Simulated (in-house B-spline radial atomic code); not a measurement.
**Ionising the gallium ion Ga³⁺ with different functionals**

Computed with an all-electron radial atomic-structure program (B-spline basis): scalar-relativistic (spin-free X2C) Hamiltonian, Fermi nucleus of rms radius 3.9973 fm, spin-polarised at highest spin, spherical fractional occupations for the functionals, the average over the highest-spin determinants for Hartree-Fock. The ionisation energy is the difference of two self-consistent energies, [Ar] 3d10 → [Ar] 3d9, without Breit or QED terms; ε is the level of the shell that loses the electron (its least bound occupied spin orbital). There is no spin-orbit coupling in this Hamiltonian.

Hybrids are left out here: with spherical fractional occupations of an open shell their exact exchange keeps a self-interaction that integer-occupation calculations don't have.

```csv
method,rung,ΔSCF (eV),-ε(3d) (eV)
Hartree-Fock,Hartree-Fock,60.92,65.04
LDA VWN5,LDA,63.93,52.85
LDA PW92,LDA,63.92,52.85
LDA exchange-only,LDA,62.01,51.03
PBE,GGA,?,?
PBEsol,GGA,63.52,52.45
BLYP,GGA,?,?
RPBE,GGA,63.44,52.36
PW91,GGA,63.69,52.61
BP86,GGA,63.62,52.55
AM05,GGA,63.55,52.48
OLYP,GGA,63.83,52.72
TPSS,meta-GGA,63.42,52.35
SCAN,meta-GGA,63.85,52.85
r2SCAN,meta-GGA,63.88,52.87
revTPSS,meta-GGA,63.30,52.24
```

Question: What does PBE give?

Answer: ΔSCF 63.55 eV, and -ε(3d) = 52.48 eV.

Question: What does BLYP give?

Answer: ΔSCF 63.53 eV, and -ε(3d) = 52.47 eV.

Question: How do they compare with the NIST value?

Answer: NIST lists 63.24 eV ± 0.009 (measured, ground level to ground level). Errors run from -2.32 to +0.69 eV; revTPSS is closest (+0.05 eV), but part of that can be cancellation, since the calculations leave out spin-orbit coupling, Breit-QED terms, multiplet and fine-structure energies. Hartree-Fock also lacks correlation.
